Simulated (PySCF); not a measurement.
Species: C6H11FS2Si.
Numbering: `[CH3:1]/[C:2](=[CH:3]\[F:4])[SiH:5]1[S:6][CH2:7][CH2:8][CH2:9][S:10]1`

NICS is the negative of the GIAO shielding at a point without a nucleus: at the ring centre (0) and 1 Å above and below it (1); zz is the component along the ring normal. Level: GIAO PBE0/pcSseg-1 (PySCF, non-relativistic, gas phase) on the GFN2-xTB geometry, one conformer.

Ring bond lengths (Å), with Mayer bond orders in brackets: Si5–S6 2.144 (0.98), S6–C7 1.833 (1.01), C7–C8 1.521 (1.01), C8–C9 1.521 (1.01), C9–S10 1.832 (1.01), S10–Si5 2.142 (0.96).

Q: Give the NICS values of each ring in ppm.

A: 
```
               ring                                                      type  NICS(0)  NICS(1), two faces  NICS(1)zz, two faces  rms pucker (Å)  centre to ring atoms, mean (Å)
Si5–S6–C7–C8–C9–S10  6-membered ring with 2 S and Si; formal bonds all single     -2.9         -1.7 / -1.9             7.0 / 4.3            0.30                            1.73
```

Q: What do they say, and how far can they be read as aromaticity?

A: 
- Si5–S6–C7–C8–C9–S10: mean NICS(1)zz 5.6 ppm, deshielded. Si5, C7, C8, C9 have four or more neighbours, and the NICS criterion for π rings isn't applied.

Time: 2.3 min wall (grids of density and orbitals included); peak memory 1.1 GiB. Hardware: Arm Neoverse N1, one thread, shared host. This is the whole shielding run at PBE0/pcSseg-1, SCF included.
